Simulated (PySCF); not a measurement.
Ni+: ionisation energy

Ni+ [Ar] 3d9 (2D) → Ni(2+) [Ar] 3d8 (3F), as a difference of total energies. All numbers are calculated (PySCF 2.14, no relativity, point nucleus, in aug-cc-pV5Z (10s9p7d5f4g3h2i, 202 functions)). Correlated levels: valence: [Ar] frozen. The calculations carry no spin-orbit coupling.

```csv
method,ionisation energy (eV),plus first-order spin-orbit estimate,difference from reference of that sum (eV)
UHF,15.153,15.098,-3.071
LDA,19.707,19.652,+1.483
PBE,19.029,18.974,+0.805
PBE0,18.312,18.257,+0.088
r2SCAN,18.086,18.031,-0.138
MP2 (valence),18.602,18.547,+0.378
SCS-MP2 (valence),18.312,18.258,+0.089
```

Reference: 18.169 eV (measured; NIST Atomic Spectra Database, ionization energies).

A first-order spin-orbit estimate (lowest level to lowest level, LS coupling) adds -0.055 eV.

These non-relativistic numbers lack the scalar-relativistic shift.
